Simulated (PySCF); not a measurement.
```xyz
3
charge 1 multiplicity 5, angstrom
Rh   -0.0873    0.0000   -0.6463
O     0.5951    0.0000    2.5933
O    -0.0336    0.0000    1.5650
```

Method: UB3LYP/[Rh def2-TZVP with ECP28, O def2-TZVP], scalar-relativistic core potentials, density fitting, no spin–orbit coupling, PySCF.

This geometry of RhO₂⁺ is a stationary point at this level.

(1) What is the point group?

(2) Is it a minimum?

(3) List the harmonic modes with their infrared intensities.

(4) Give the atomic charges and bond orders.

(5) Give the ideal-gas entropy at 298.15 K and 1 bar by parts.

Results:

(1) Cs.

(2) Yes: all harmonic wavenumbers are real.

(3) 
```tsv
symmetry	ω (cm⁻¹)	IR (km/mol)
a'	111	2.0
a'	188	0.1
a'	1598	6.5
```

(4) 
```json
{"atom": "Rh1", "Mulliken": "0.94", "Löwdin": "0.77", "polar tensor": "0.89", "spin (Mulliken)": "2.05", "Mayer order to Rh1": "–"}
{"atom": "O2", "Mulliken": "0.12", "Löwdin": "0.16", "polar tensor": "0.07", "spin (Mulliken)": "1.12", "Mayer order to Rh1": "0.08"}
{"atom": "O3", "Mulliken": "-0.06", "Löwdin": "0.06", "polar tensor": "0.04", "spin (Mulliken)": "0.84", "Mayer order to Rh1": "0.21"}
```
Other Mayer orders above 0.3: O–O 1.76.

(5) translation 170.0, rotation 94.8, vibration 23.0, spin 13.4; total 301.2 J/(mol K).

Other isomers or separated fragments may lie lower. Other spin states or occupations of the open shell can lie lower.
